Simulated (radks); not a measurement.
Results of a calculation; reference values are marked as such.
Question: Ionisation of S2+, [Ne] 3s2 3p2, to S3+, [Ne] 3s2 3p1, under several functionals. Non-relativistic Kohn-Sham, spin-unpolarised, spherical densities, point nucleus; a radial shooting solver on a logarithmic mesh with Libxc functionals. The NIST Atomic Spectra Database gives 34.86 eV (semi-empirical). Rank these functionals by the error of their Delta-SCF ionisation energy: MS2 meta-GGA; PBE; r2SCAN; B86b exchange with PBE correlation; RPBE; Wu-Cohen GGA; SOGGA.

Answer: From best to worst: B86b exchange with PBE correlation 34.086 eV (-0.774); Wu-Cohen GGA 34.058 eV (-0.802); PBE 34.050 eV (-0.810); RPBE 34.022 eV (-0.838); r2SCAN 34.001 eV (-0.859); MS2 meta-GGA 33.971 eV (-0.889); SOGGA 33.910 eV (-0.950). Spin polarisation and multiplet splitting are left out, so open shells lie too high by an amount that depends on their filling.

Beside tabulated values, note that spin-unpolarised runs miss the spin-polarisation part of the exchange energy of open shells.
